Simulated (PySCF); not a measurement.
C2H8N2Si2.
Numbering: `[CH2:1]=[CH:2][N:3]1[SiH2:4][NH:5][SiH2:6]1` (hydrogens: H7, H8 on C1; H9 on C2; H10, H11 on Si4; H12 on N5; H13, H14 on Si6)

The closed-shell SCF was solved with PySCF and density fitting under several settings on one GFN2-xTB geometry (grid level 2 and gas phase unless stated).

```json
{"settings": "WP04/def2-TZVP", "basis functions": "246", "SCF cycles": "15", "E (Eh)": "-780.6547", "HOMO (eV)": "-6.91", "LUMO (eV)": "-2.15", "dipole (D)": "1.87"}
{"settings": "HSE06/IGLO-II, level shift 0.1 Eh, energy threshold 1e-07 Eh", "basis functions": "206", "SCF cycles": "9", "E (Eh)": "-769.1674", "HOMO (eV)": "-5.46", "LUMO (eV)": "-0.77", "dipole (D)": "1.92"}
{"settings": "HF/Sadlej pVTZ", "basis functions": "232", "SCF cycles": "11", "E (Eh)": "-767.2501", "HOMO (eV)": "-8.32", "LUMO (eV)": "0.77", "dipole (D)": "1.84"}
```

Problem. Estimate the row for these settings: WP04/def2-SVPD, energy threshold 1e-06 Eh.

Solution. 
```
                                 settings  basis functions  SCF cycles     E (Eh)  HOMO (eV)  LUMO (eV)  dipole (D)
WP04/def2-SVPD, energy threshold 1e-06 Eh              192           9  -780.2125      -6.93      -2.14        1.82
```

Problem. Over all rows, what range does the HOMO–LUMO gap span?

Solution. From 4.69 eV (HSE06/IGLO-II, level shift 0.1 Eh, energy threshold 1e-07 Eh) to 9.09 eV (HF/Sadlej pVTZ). The functional of the narrowest has 25 % exact exchange at short range alone, that of the widest 100 % exact exchange.

Problem. Compare two rows with the functional WP04: WP04/def2-TZVP and WP04/def2-SVPD, energy threshold 1e-06 Eh. Which energy is lower, and by how much?

Solution. WP04/def2-TZVP (246 functions) lies 0.4422 Eh or 277 kcal/mol below WP04/def2-SVPD, energy threshold 1e-06 Eh (192 functions).

Whole jobs, the steps after the SCF included, on one thread of an Intel Xeon at 2.50 GHz, no GPU (shared host):

| settings | work after the SCF | wall time | peak memory |
| --- | --- | --- | --- |
| WP04/def2-TZVP | spin–spin couplings from 14 perturbed nuclei, spin–dipole term for 4 of them | 2.1 min | 0.98 GiB |
| HSE06/IGLO-II, level shift 0.1 Eh, energy threshold 1e-07 Eh | shieldings, ring-centre shieldings, charges and field gradients | 1.8 min | 0.89 GiB |
| HF/Sadlej pVTZ | shieldings, ring-centre shieldings | 38 s | 0.90 GiB |
| WP04/def2-SVPD, energy threshold 1e-06 Eh | 1 singlet by TDA, 5 Tamm–Dancoff triplets, polarisability | 47 s | 0.81 GiB |

Cycle counts include a coarse-grid stage where the run had one. WP04 was designed for NMR shieldings or shifts; total energies of different functionals aren't comparable.

The values belong to the conformer `[CH2:1]=[CH:2][N:3]1[SiH2:4][NH:5][SiH2:6]1`: C1–C2–N3–Si4 180°.
